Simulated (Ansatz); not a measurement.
Conformers of C3H6O2 (SMILES CCOC=O), B3LYP-D3(BJ)/def2-TZVP minima from an xTB search, which can miss the lowest.
Conformer 1 (charge 0, multiplicity 1, Z-matrix in Å and degrees):
```
C
H 1 1.0906
H 1 1.0907 2 107.81
O 1 1.4497 2 108.44 3 117.20
C 4 1.3360 1 116.26 2 -58.33
O 5 1.1996 4 126.06 1 0.01
H 5 1.0986 6 124.77 4 -179.99
C 1 1.5097 2 112.21 3 -124.05
H 8 1.0905 1 110.97 2 -179.57
H 8 1.0905 9 108.48 1 -122.15
H 8 1.0913 9 108.36 10 -117.43
```
Conformer 2 (charge 0, multiplicity 1):
```
atom    x (Å)    y (Å)    z (Å)
----  -------  -------  -------
C     -1.2984   0.3736   0.2712
C     -0.3565  -0.4787  -0.5533
O      0.9042   0.2025  -0.7827
C      1.8297   0.0978   0.1759
O      1.7232  -0.5096   1.2052
H     -1.4632   1.3405  -0.2059
H     -2.2620  -0.1313   0.3646
H     -0.8993   0.5350   1.2719
H     -0.1535  -1.4317  -0.0668
H     -0.7480  -0.6575  -1.5529
H      2.7238   0.6594  -0.1273
```

Cores are frozen in the correlated methods. MP2 and its Hartree–Fock in cc-pVQZ are density fitted.

The values were computed with Ansatz (an electronic-structure program). 

The energy of conformer 2 above conformer 1 is E(conformer 2) − E(conformer 1). Total energies (hartree):

```
level             conformer 2   conformer 1
---------------  ------------  ------------
HF/cc-pVTZ       -266.9286494  -266.9296814
MP2/cc-pVTZ      -267.9024000  -267.9024872
HF/cc-pVQZ       -266.9478103  -266.9489283
MP2/cc-pVQZ      -267.9900784  -267.9902362
CCSD(T)/cc-pVTZ  -267.9702660  -267.9703709
```

**Question.** Work out the energy of conformer 2 above conformer 1 at the basis-set limit: extrapolate the MP2 correlation part as X⁻³, take Hartree–Fock from the larger set, and add the CCSD(T) − MP2 difference of cc-pVTZ.

**Answer.** 
1. Differences (1 hartree = 627.509 kcal/mol): HF/cc-pVTZ 0.648; MP2/cc-pVTZ 0.055; HF/cc-pVQZ 0.702; MP2/cc-pVQZ 0.099; CCSD(T)/cc-pVTZ 0.066.
2. Correlation parts, MP2 less HF: -0.593 in cc-pVTZ (X = 3), -0.603 in cc-pVQZ (X = 4).
3. Limit (4³·(-0.603) − 3³·(-0.593))/(4³ − 3³) = -0.610; with HF/cc-pVQZ it gives 0.092.
4. CCSD(T) less MP2 in cc-pVTZ: 0.011.
Result: 0.10 kcal/mol, against 0.05 at MP2/cc-pVTZ. It is an estimate of this method's limit, not of the exact value.
